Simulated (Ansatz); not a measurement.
C$_{3}$H$_{2}$BrF, SMILES `FC1C=C1Br` at its PBE0-D4/def2-TZVP geometry, where that method's forces vanish. Total charge 0; spin multiplicity 1.

```xyz
7

F     0.9771    1.5440   -0.3680
C     0.3771    0.3211   -0.5799
C    -0.9327    0.0603    0.0492
C     0.1023   -0.5299    0.5637
Br    0.7989   -1.6312    1.8557
H     0.6648   -0.0404   -1.5645
H    -1.9875    0.2762    0.0437
```

**Question.** What forces (eV/Å) does ωB97M-V/def2-TZVPP give on these atoms in the Gaussian-basis code of Ansatz? (Estimate.)

**Answer.** The calculation gave: 
```
F1   0.112  0.242  0.068
C2   0.027 -0.218 -0.305
C3  -0.084 -0.042  0.097
C4  -0.181  0.099 -0.055
Br5  0.048 -0.081  0.093
H6  -0.026  0.032  0.092
H7   0.104 -0.032  0.010
```
